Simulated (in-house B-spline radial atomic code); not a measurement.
RPA and G0W0 on BHandHLYP: O VI (O5+)

Configuration [He] 2s1, highest spin, mean-field start BHandHLYP. Computed with an all-electron radial atomic-structure program (B-spline basis): all electrons, non-relativistic, point nucleus, each spin shell either full or empty, empty states to l = 9 with an (l + 1/2)⁻⁴ tail; G0W0 by contour deformation at full frequency.

Command:
```bash
python run_gw.py task.json out
```
Settings (radii: box in bohr, nucleus in fm):
```
Z                        8
electrons                3
configuration            [He] 2s1
hamiltonian              nr
method                   bhandhlyp
lmax                     9
spin_polarised           True
box_radius               10.43
intervals                44
ion_configuration        1s2
```

Time taken, with all properties: 1.3 s on 1 thread of Arm Neoverse N1, with other jobs on the host.

Energies (hartree):

```
                                     term      value
                         mean-field total  -64.24461
Hartree-Fock functional on these orbitals  -64.17758
                      direct second order   -0.14312
                    second-order exchange   0.092717
                         SOSEX correction   0.083497
```

Q: What is the RPA correlation energy, and what remains with SOSEX?

A: RPA gives -0.13197 hartree (-1.2 eV per electron); RPA + SOSEX gives -0.048472, and the second-order doubles -0.050401 hartree (no singles). SOSEX takes back 63 % of the RPA value.

Quasi-particle levels (eV):

| level | occupied | mean field | Σx - vxc | Σc | QP weight | G0W0 |
| --- | --- | --- | --- | --- | --- | --- |
| 2s up | yes | -133.20 | -4.69 | ? | ? | ? |
| 1s down | yes | -678.41 | -22.54 | 2.47 | 0.974 | -698.48 |
| 2s down | no | -117.39 | 6.80 | -2.89 | 0.944 | -113.48 |

G0W0 = mean field + (Σx - vxc) + Σc, with Σc (partial-wave tail included) taken at the quasi-particle energy. Levels of low weight are left out.

Q: Where does G0W0 put 2s up?

A: At -139.50 eV, with Σc = -1.61 eV and a quasi-particle weight of 0.974. The tabulated removal energy is 138.119 ± 0.0021 eV (NIST, semi-empirical).

Q: What does it cost to remove one electron (to 1s2) by differences of total energies, each species on its own start (correlation terms add to the Hartree-Fock functional)?

A: BHandHLYP 138.78 eV, Hartree-Fock functional 137.88 eV, + RPA 139.07 eV, + RPA + SOSEX 138.00 eV, + second order 138.01 eV. Tabulated: 138.119 ± 0.0021 eV (NIST, semi-empirical).
